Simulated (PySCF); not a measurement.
C₄H₉FSi, SMILES FC1([SiH3])CCC1.

Geometry: PBE0-D3(BJ)/def2-SVP. The structure was generated by enumeration, and PubChem lists no compound with its InChIKey, so it may never have been made.

All values below come from PBE/def2-TZVP (PySCF).

Symmetry labels are those of the subgroup Cs that the program uses (full group Cs).

Computed valence orbital energies around the gap with their symmetry:
```json
[
 {"orbital": "HOMO−7", "symmetry": "A\"", "energy (eV)": "-9.70"},
 {"orbital": "HOMO−6", "symmetry": "A'", "energy (eV)": "-9.25"},
 {"orbital": "HOMO−5", "symmetry": "A\"", "energy (eV)": "-8.44"},
 {"orbital": "HOMO−4", "symmetry": "A'", "energy (eV)": "-8.38"},
 {"orbital": "HOMO−3", "symmetry": "A'", "energy (eV)": "-8.25"},
 {"orbital": "HOMO−2", "symmetry": "A\"", "energy (eV)": "-8.22"},
 {"orbital": "HOMO−1", "symmetry": "A\"", "energy (eV)": "-7.39"},
 {"orbital": "HOMO", "symmetry": "A'", "energy (eV)": "-6.54"},
 {"orbital": "LUMO", "symmetry": "A'", "energy (eV)": "-0.27"},
 {"orbital": "LUMO+1", "symmetry": "A'", "energy (eV)": "0.09"},
 {"orbital": "LUMO+2", "symmetry": "A\"", "energy (eV)": "0.41"},
 {"orbital": "LUMO+3", "symmetry": "A'", "energy (eV)": "0.67"}
]
```
